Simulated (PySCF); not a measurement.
# Induced dipoles and field energies

Species: C5H16N2Si2.
Atom-mapped SMILES: `[NH2:1][Si@@H:2]([CH2:3][SiH3:4])[N:5]1[CH2:6][CH2:7][CH2:8][CH2:9]1` (hydrogens: H10, H11 on N1; H12 on Si2; H13, H14 on C3; H15, H16, H17 on Si4; H18, H19 on C6; H20, H21 on C7; H22, H23 on C8; H24, H25 on C9)

Cartesian coordinates in Å at the PBE0-D3(BJ)/def2-SVP level; atoms count from 1:
```
atom  x, y, z in Å
N1     1.3859   -0.7244    1.8396
Si2    0.8209    0.2212    0.5095
C3     1.9043    0.1657   -1.0281
Si4    3.7195   -0.0096   -0.5759
N5    -0.7433   -0.3831    0.0757
C6    -1.8016   -0.5932    1.0449
C7    -2.9121    0.3935    0.6426
C8    -2.6600    0.6615   -0.8567
C9    -1.4146   -0.1815   -1.1914
H10    1.4952   -1.7298    1.7877
H11    1.9565   -0.3132    2.5672
H12    0.8700    1.6250    1.0457
H13    1.7648    1.0785   -1.6318
H14    1.6221   -0.6946   -1.6588
H15    4.6014    0.2397   -1.7602
H16    4.1045    0.9677    0.4908
H17    4.0108   -1.3871   -0.0729
H18   -2.1788   -1.6332    0.9739
H19   -1.4317   -0.4567    2.0717
H20   -2.8226    1.3248    1.2216
H21   -3.9147   -0.0148    0.8393
H22   -3.5186    0.3894   -1.4888
H23   -2.4575    1.7289   -1.0306
H24   -0.7562    0.2943   -1.9332
H25   -1.7265   -1.1568   -1.6164
```

Level: PBE0/def2-SVPD (PySCF); nuclei fixed, core orbitals frozen in the response. Permanent dipole (-0.949, -0.446, -0.075) D (1 au = 2.5417 D). Static polarisability (au):

```
x   155.31  -0.27  -2.93
y    -0.27 108.91  -2.51
z    -2.93  -2.51 121.82
```

Only the terms in μ and α are kept: μ(F) = μ + αF and ΔE = −μ·F − ½ F·αF.

Question: Apply 0.002 au along ±x, ±y and ±z in turn. Tabulate induced and total dipoles and both energy terms.

Answer: 
```json
{"field along": "+x", "induced x (D)": "0.790", "induced y (D)": "-0.001", "induced z (D)": "-0.015", "total size (D)": "0.483", "−μ·F (kJ/mol)": "+1.961", "−½F·αF (kJ/mol)": "-0.816"}
{"field along": "−x", "induced x (D)": "-0.790", "induced y (D)": "0.001", "induced z (D)": "0.015", "total size (D)": "1.795", "−μ·F (kJ/mol)": "-1.961", "−½F·αF (kJ/mol)": "-0.816"}
{"field along": "+y", "induced x (D)": "-0.001", "induced y (D)": "0.554", "induced z (D)": "-0.013", "total size (D)": "0.960", "−μ·F (kJ/mol)": "+0.921", "−½F·αF (kJ/mol)": "-0.572"}
{"field along": "−y", "induced x (D)": "0.001", "induced y (D)": "-0.554", "induced z (D)": "0.013", "total size (D)": "1.379", "−μ·F (kJ/mol)": "-0.921", "−½F·αF (kJ/mol)": "-0.572"}
{"field along": "+z", "induced x (D)": "-0.015", "induced y (D)": "-0.013", "induced z (D)": "0.619", "total size (D)": "1.198", "−μ·F (kJ/mol)": "+0.155", "−½F·αF (kJ/mol)": "-0.640"}
{"field along": "−z", "induced x (D)": "0.015", "induced y (D)": "0.013", "induced z (D)": "-0.619", "total size (D)": "1.242", "−μ·F (kJ/mol)": "-0.155", "−½F·αF (kJ/mol)": "-0.640"}
```

Question: For the field (0.0008, -0.0006, 0.0014) au, what is the induced dipole, and what angle does it make with the field?

Answer: αF = (0.306, -0.176, 0.431) D, at 5.7° to the field. The polarisability along this direction, F·αF/F², is 126.79 au, against a mean of 128.68 au.

Question: Which field along μ doubles the dipole in that direction (linear response)?

Answer: The polarisability along the dipole is 146.05 au, so F = 0.4136 au / 146.05 au = 0.0028 au = 0.15 V/Å; higher-order terms are ignored.

Question: What field makes μF equal to kT at 100 K?

Answer: kT = 0.3167 × 10⁻³ Eh, so F = 0.000766 au = 3.94 MV/cm.

Question: Induction energy −ᾱe²/2R⁴ of a unit charge at 14 Å, the molecule taken as a point?

Answer: R = 26.46 bohr, so the energy is −128.7/(2 × 26.46⁴) Eh = -0.345 kJ/mol. The charge–dipole term at its most favourable orientation, −μe/R², is -1.55 kJ/mol.

The structure is a single PBE0-D3(BJ)/def2-SVP conformer in the gas phase; no vibrational or solvent corrections.
